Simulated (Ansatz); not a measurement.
`CO[Si](N)(F)Cl` + H₂ → `N[SiH](F)Cl` + CH₃OH at 700 K and 1 bar (hydrogenolysis of the Si–O bond).

Isolated molecules relaxed with PBE0-D4/def2-TZVP in Ansatz; ΔE leaves out vibrations. CBS: MP2 limit from def2 TZ/QZ plus the TZ coupled-cluster correction, frozen cores. This one scheme is used for every species. One conformer a species, not always the lowest.

| species | CCSD(T)/CBS energy (Eh) | H − E (kJ/mol) | S (J/(mol·K)) |
| --- | --- | --- | --- |
| `CO[Si](N)(F)Cl` | -1019.79558 | 283.2 | 519.5 |
| H₂ | -1.17544 | 46.8 | 155.3 |
| `N[SiH](F)Cl` | -905.31614 | 164.0 | 405.3 |
| CH₃OH | -115.61712 | 170.8 | 288.5 |

H − E and S are ideal-gas, rigid-rotor, harmonic terms from PBE0-D4/def2-TZVP, for one conformer and one mirror image of each species. The MP2-based limit puts H₂ 0.8 mEh under its directly extrapolated value; such offsets cancel only in part. 1 Eh = 2625.50 kJ/mol, R = 8.31446 J/(mol·K).

Problem. By hand: ΔE, ΔH, ΔS and ΔG.

Solution. ΔE = (-905.31614) + (-115.61712) − (-1019.79558) − (-1.17544) = 0.03776 Eh = 99.1 kJ/mol. Δ(H − E) = 164.0 + 170.8 − 283.2 − 46.8 = 4.8, so ΔH = 103.9 kJ/mol. ΔS = 405.3 + 288.5 − 519.5 − 155.3 = 19.0 J/(mol·K). ΔG = 103.9 − 700 × (19.0)/1000 = 90.6 kJ/mol.

Problem. By hand: the equilibrium constant, and the temperature at which ΔG would vanish if ΔH and ΔS stayed fixed.

Solution. log₁₀ K = −ΔG/(RT ln 10) = -6.8. ΔG = 0 at ΔH/ΔS = 5468 K, far beyond where these terms or the molecules hold.

ΔH outweighs TΔS. A doubt of 5 kJ/mol in ΔE shifts log₁₀ K by 0.4 here. Other conformers and mirror images would add mixing entropy, several J/(mol·K) or more a flexible species. These are equilibria of isolated gas molecules and say nothing of rates. Largest T1 diagnostic: 0.010 (customary marks: 0.02 for closed shells, 0.045 for open ones).
